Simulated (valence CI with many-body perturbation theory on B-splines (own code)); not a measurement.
**Assign the levels of Pm XII**

Calculated by relativistic CI+MBPT: four valence electrons over a frozen Dirac-Fock core [Kr] 4d10, a basis of 7 s, 7 p, 7 d, 7 f, 4 g, 2 h functions for each j, with the one-electron correlation potential Σ1 (screened to all orders), the two-electron term Σ2, the three-electron term Σ3, Breit, model QED; selected single and double excitations, second order for the rest, scaled by the run's own slope (own B-spline code, finite nucleus).

No measured levels were compared; by estimate terms of the open shell hold to a few per cent of their energy, and close levels can change places; configurations with another count of f electrons can be misplaced by thousands of cm⁻¹.

```tsv
No.	J	Parity	E (eV)	g
1	4	even	0.0000	0.806
2	5	even	0.4751	1.032
3	6	even	0.9585	1.165
4	2	even	0.9847	0.675
5	3	even	1.302	1.082
8	2	even	3.393	1.038
10	6	even	4.219	1.000
11	1	even	4.323	1.500
12	2	even	4.590	1.451
22	5	even	13.880	1.199
```

Energies count from the lowest level. Strongly mixed levels and levels close to another of their J and parity, and those with J = 0 are left out, so the numbers can have gaps.

Give configuration and LS term of each level.

1: 4f²5s² ³H; 2: 4f²5s² ³H; 3: 4f²5s² ³H; 4: 4f²5s² ³F; 5: 4f²5s² ³F; 8: 4f²5s² ¹D; 10: 4f²5s² ¹I; 11: 4f²5s² ³P; 12: 4f²5s² ³P; 22: 4f5s²5p ³G.
